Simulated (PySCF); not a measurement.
**Stationary points of [BiCl2]+**

Method: PBE0/[Bi def2-TZVP with ECP60, Cl def2-TZVP], scalar-relativistic core potentials, density fitting, no spin–orbit coupling, PySCF.

Relaxations began from a few typed shapes. The search is not exhaustive: other isomers or separated fragments can lie lower, and high-lying points may rest on an excited occupation.

Q: Which is the lowest minimum found?
A. singlet C2v: Bi–Cl 2.342 Å (×2); Cl–Bi–Cl 99.4°
B. singlet D∞h: Bi–Cl 2.443 Å (×2); Cl–Bi–Cl 180.0°

A: A. The others lie at 167.7 (singlet D∞h, a saddle point) kJ/mol above it.

Counting electrons, bismuth keeps 2 of its valence electrons outside its bonds, so the VSEPR class is AX2E1 and the expected shape is bent (C2v), as computed.

For the lowest minimum: no spin–orbit coupling is included, which matters more the heavier the element.
